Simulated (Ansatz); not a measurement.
C7H7+, SMILES `[CH2+]c1ccccc1`. The species carries charge 1 and has multiplicity 1.

```xyz
14

C    -2.1288    0.7057    0.3087
C    -0.8483    0.2811    0.1234
C     0.2417    1.2004    0.2596
C     1.5231    0.7656    0.0710
C     1.7474   -0.5792   -0.2537
C     0.7035   -1.5037   -0.3940
C    -0.5845   -1.0869   -0.2091
H    -2.3507    1.7381    0.5608
H    -2.9693    0.0256    0.2099
H     0.0303    2.2335    0.5117
H     2.3607    1.4443    0.1690
H     2.7679   -0.9174   -0.4020
H     0.9241   -2.5331   -0.6460
H    -1.4172   -1.7741   -0.3093
```

(1) What are the harmonic wavenumbers in cm⁻¹ at PBE0-D4/def2-TZVP (Ansatz, finite differences of forces, unscaled)? (Best estimate.)

(2) Is this a minimum?

(3) Give the ideal-gas thermochemistry at 298.15 K and 1 bar (rigid rotor, harmonic oscillator; point group C2v, symmetry number 2).

(4) And at 400, 500, 600, 800 and 1000 K?

## Answers

(1) Ansatz gave: 164, 337, 354, 415, 534, 609, 634, 651, 812, 835, 855, 986, 1009, 1010, 1023, 1034, 1063, 1115, 1139, 1202, 1210, 1354, 1389, 1445, 1492, 1500, 1593, 1609, 1683, 3160, 3204, 3213, 3214, 3233, 3235, 3263.

(2) Yes, all 36 modes are real.

(3) Zero-point energy 308.5 kJ/mol; H(298) − E = 325.8 kJ/mol; entropy 309.0 J/(mol·K), of which translation 165.1, rotation 106.5, vibration 37.4; G(298) − E = 233.7 kJ/mol.

(4) 
```json
{"T (K)": "400", "H − E (kJ/mol)": "337.8", "S (J/mol/K)": "343.3", "G − E (kJ/mol)": "200.5"}
{"T (K)": "500", "H − E (kJ/mol)": "352.7", "S (J/mol/K)": "376.4", "G − E (kJ/mol)": "164.5"}
{"T (K)": "600", "H − E (kJ/mol)": "370.1", "S (J/mol/K)": "408.2", "G − E (kJ/mol)": "125.2"}
{"T (K)": "800", "H − E (kJ/mol)": "411.1", "S (J/mol/K)": "466.8", "G − E (kJ/mol)": "37.6"}
{"T (K)": "1000", "H − E (kJ/mol)": "457.9", "S (J/mol/K)": "518.9", "G − E (kJ/mol)": "-61.1"}
```
